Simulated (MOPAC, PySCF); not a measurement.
C5H12, SMILES `CC(C)(C)C`, neutral singlet in the gas phase. 

Cartesian coordinates (Å):
SMILES: CC(C)(C)C
```xyz
17

C      1.4470     0.3261    -0.3888
C      0.0000     0.0000     0.0000
C     -0.8737    -0.0289    -1.2599
C     -0.0483    -1.3701     0.6870
C     -0.5250     1.0729     0.9617
H      1.5105     1.2991    -0.8814
H      1.8467    -0.4242    -1.0751
H      2.0927     0.3530     0.4920
H     -1.9122    -0.2594    -1.0111
H     -0.8573     0.9370    -1.7701
H     -0.5211    -0.7863    -1.9638
H      0.5670    -1.3775     1.5897
H      0.3210    -2.1547     0.0226
H     -1.0701    -1.6279     0.9753
H     -0.5015     2.0611     0.4965
H      0.0807     1.1150     1.8699
H     -1.5564     0.8646     1.2554
```
Charge 0, multiplicity 1.

All levels are single points at this geometry (B3LYP-D3(BJ)/def2-TZVP); Pople sets use spherical d functions. Orbital energies aren't observables, and empty levels follow the basis.

BP86/6-31G* in PySCF gives gap (eV) = 8.92.

Estimate the gap (eV) from each of these levels: B3LYP-D3(BJ)/def2-TZVP in PySCF; PBE-D3(BJ)/def2-TZVP in PySCF; B3LYP/6-311+G** in PySCF; M06-2X/6-31G* in PySCF; PBE/6-31G* in PySCF; HF/STO-3G in PySCF; AM1 in MOPAC; PM3 in MOPAC.


```json
[
 {"level": "B3LYP-D3(BJ)/def2-TZVP in PySCF", "gap (eV)": "9.44"},
 {"level": "PBE-D3(BJ)/def2-TZVP in PySCF", "gap (eV)": "7.83"},
 {"level": "B3LYP/6-311+G** in PySCF", "gap (eV)": "8.83"},
 {"level": "M06-2X/6-31G* in PySCF", "gap (eV)": "13.21"},
 {"level": "PBE/6-31G* in PySCF", "gap (eV)": "8.87"},
 {"level": "HF/STO-3G in PySCF", "gap (eV)": "27.50"},
 {"level": "AM1 in MOPAC", "gap (eV)": "15.52"},
 {"level": "PM3 in MOPAC", "gap (eV)": "15.68"}
]
```
